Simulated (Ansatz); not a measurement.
Species: cyclopenten-1-ylsilane, C5H10Si, charge 0, multiplicity 1. 
Structure (B3LYP-D3(BJ)/def2-TZVP (Ansatz, a first-principles code) minimum search):
```
C
C 1 1.3367
H 2 1.0835 1 124.59
C 2 1.5065 3 122.27 1 -177.68
H 4 1.0924 2 112.86 3 -46.78
H 4 1.0967 5 106.39 2 -120.76
C 1 1.5202 2 110.15 3 -177.67
H 7 1.0924 1 112.82 2 -135.69
H 7 1.0960 8 106.36 1 120.39
C 4 1.5435 5 112.84 6 -123.08
H 10 1.0897 4 112.92 5 93.93
H 10 1.0915 11 107.44 7 -120.47
Si 1 1.8553 2 125.31 3 0.15
H 13 1.4820 1 109.88 2 1.43
H 13 1.4847 14 109.16 1 -121.53
H 13 1.4850 14 109.11 15 -116.88
```

Wanted: atomisation energy (electronic, to ground-state atoms), in kcal/mol. Valence correlation only, unless marked. Open shells are spin-unrestricted. Spin-orbit coupling is left out. Non-relativistic. The coupled-cluster limit lacks core correlation, which all-electron functionals hold. CBS(X,Y): correlation extrapolated as X^-3; Hartree-Fock from the larger set.

| level | program | atomisation energy (kcal/mol) |
|---|---|---|
| SVWN5/def2-TZVPD | Ansatz | 1734.9 |
| revPBE-D3(BJ)/def2-TZVPD | Ansatz + dftd3 | 1523.0 |
| BHLYP-D3(BJ)/def2-TZVPD | Ansatz + dftd3 | 1501.1 |
| HSE06-D3(BJ)/def2-TZVPD | Ansatz + dftd3 | 1543.2 |

Task: Estimate the value at CCSD(T)/CBS(cc-pV(T+d)Z,cc-pV(Q+d)Z) as computed with Ansatz.

Result: 1531.1 kcal/mol, so HSE06-D3(BJ)/def2-TZVPD differs from it by 12.1 kcal/mol.
